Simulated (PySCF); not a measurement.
## Excitation energy of Pb by level of theory

Pb [Xe] 4f14 5d10 6s2 6p2 (3P) → Pb [Xe] 4f14 5d10 6s1 6p2 7s1 (5P), as a difference of total energies. All numbers are calculated (PySCF 2.14, scalar relativity through the core potential, in aug-cc-pVQZ-PP with ECP60MDF (7s7p5d3f2g, 92 functions)). Correlated levels: valence: 5s2 5p6 5d10 frozen. The calculations carry no spin-orbit coupling.

```tsv
method	excitation energy (eV)
UHF	9.594
LDA	12.016
PBE	11.642
PBE0	11.367
r2SCAN	11.487
B97-3	11.625
MN15	12.008
M06	11.993
MP2 (valence)	10.342
SCS-MP2 (valence)	10.616
```

Task: How much does correlation contribute at MP2 (valence)?

Result: 10.342 − (9.594) = 0.748 eV, measured against UHF.

Spin-orbit coupling is strong in these open shells (close to jj coupling). The scalar numbers leave it out and a first-order estimate fails, so it can dominate the gap to the real levels.

The upper state lies above the first ionisation limit. A Rydberg-like electron needs more diffuse functions than a valence basis has.

The promoted electron is Rydberg-like, and one or two diffuse shells describe it only roughly, which tends to raise the upper state.
